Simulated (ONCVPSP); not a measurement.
**Re (Z = 75): ONCV pseudisation with Wu-Cohen, scalar-relativistic reference atom.**

Input for ONCVPSP 4.0.1:

```
# ATOM AND REFERENCE CONFIGURATION
# atsym  z   nc   nv     iexc    psfile
  Re 75.00    9    5  -118130      upf
#
#   n    l    f
    1    0    2.00
    2    0    2.00
    2    1    6.00
    3    0    2.00
    3    1    6.00
    3    2   10.00
    4    0    2.00
    4    1    6.00
    4    2   10.00
    4    3   13.00
    5    0    2.00
    5    1    6.00
    5    2    6.00
    6    0    2.00
#
# PSEUDOPOTENTIAL AND OPTIMIZATION
# lmax
    3
#
#   l,   rc,      ep,       ncon, nbas, qcut
    0    1.75    0.00    3    6    6.20
    1    1.30    0.00    3    6    5.30
    2    2.30    0.00    5    8    8.20
    3    0.85    0.00    4    9   18.70
#
# LOCAL POTENTIAL
# lloc, lpopt,  rc(5),   dvloc0
    4    1    0.60    0.00
#
# VANDERBILT-KLEINMAN-BYLANDER PROJECTORs
# l, nproj, debl
    0    3    1.50
    1    2    2.50
    2    2    0.90
    3    2    3.80
#
# MODEL CORE CHARGE
# icmod, fcfact, rcfact
    1    0.55    0.00
#
# LOG DERIVATIVE ANALYSIS
# epsh1, epsh2, depsh
   -5.00    5.00    0.04
#
# OUTPUT GRID
# rlmax, drl
    6.00    0.01
#
# TEST CONFIGURATIONS
# ncnf
    4
# nvcnf
#   n    l    f
    5
    4    3   14.00
    5    0    2.00
    5    1    6.00
    5    2    5.00
    6    0    2.00
#
    5
    4    3   14.00
    5    0    2.00
    5    1    6.00
    5    2    5.00
    6    0    1.00
#
    5
    4    3   14.00
    5    0    2.00
    5    1    6.00
    5    2    5.00
    6    0    0.00
#
    6
    4    3   14.00
    5    0    2.00
    5    1    6.00
    5    2    4.00
    6    0    2.00
    6    1    1.00
#
```

Command:

```bash
oncvpsp.x < Re.dat > Re.out
```

The program printed (shortened: citation, most of the input echo, consistency checks and plot data are left out):

```
[... start of the log left out ...]

    Fraction of norm inside rc  0.052800
    Optimizing pswf for qcut=  18.68 a_B^-1,  ecut= 174.55 Ha
    Residual kinetic energy error=  1.26D-04 Ha

    Energy error per electron        Cutoff
         Ha          eV             Ha
         0.01000     0.27211      137.45
         0.00100     0.02721      158.21
         0.00010     0.00272      177.66
         0.00001     0.00027      391.53

Construct Vanderbilt / Kleinmman-Bylander projectors

B matrix Hermiticity error, ll=   0
   1   2    4.5714E-04
   1   3   -7.7888E-04
   2   3    9.4136E-05

  Orthonormal projector coefficients  3.7585E+01  5.5907E+00  8.4034E-01

B matrix Hermiticity error, ll=   1
   1   2    4.9186E-04

  Orthonormal projector coefficients  2.4601E+01  3.1069E+00

B matrix Hermiticity error, ll=   2
   1   2    1.0069E-04

  Orthonormal projector coefficients  1.3568E+01  1.0020E+00

B matrix Hermiticity error, ll=   3
   1   2    1.3599E-03

  Orthonormal projector coefficients -2.6504E+01 -9.5676E+00
oncvpsp: lschvkbb ERROR   2   1 100
```

The run stopped because the bound-state solver with the separable projectors failed.

The run took about 1.9 s on one core of a shared server CPU.
